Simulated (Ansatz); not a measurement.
The lowest singlet and triplet of CH3N (SMILES [CH]N); geometries from B3LYP-D3(BJ)/def2-TZVP, each state relaxed from the structure named, with no frequency check.
Singlet (charge 0, multiplicity 1):
```csv
atom,x (Å),y (Å),z (Å)
C,0.6931,-0.3712,0.0187
N,-0.5029,0.1518,-0.0070
H,1.4062,0.4728,-0.0309
H,-0.7299,1.1450,-0.0621
H,-1.3144,-0.4527,0.0295
```
Triplet (charge 0, multiplicity 3):
```xyz
5

C      0.7213    -0.1471     0.2783
N     -0.5394     0.1046    -0.1843
H      1.6271    -0.1137    -0.3276
H     -0.9956     0.9423     0.1590
H     -1.1833    -0.6781    -0.2110
```

A positive gap puts the triplet lower; no zero-point energy. R- takes a restricted singlet. U- takes an unrestricted singlet (broken symmetry where lower, unprojected). The triplet is unrestricted in single-reference levels. Active spaces average the two states.

Cores are frozen in the correlated methods.

The values were computed with Ansatz (a program for electronic structure) with Gaussian orbitals. Each number belongs to the level named beside it.

Problem. What is the computed gap E(singlet) − E(triplet), adiabatic (FIC-MRCISD+Q on SA-CASSCF(2,2)/cc-pVTZ)?

Solution. -34.5 kcal/mol

Problem. Estimate the gap E(singlet) − E(triplet), adiabatic that U-MP2/cc-pVTZ returns for this input.

Solution. -34.2 kcal/mol

Problem. Estimate the gap E(singlet) − E(triplet), adiabatic that R-HF/cc-pVQZ returns for this input.

Solution. -15.2 kcal/mol
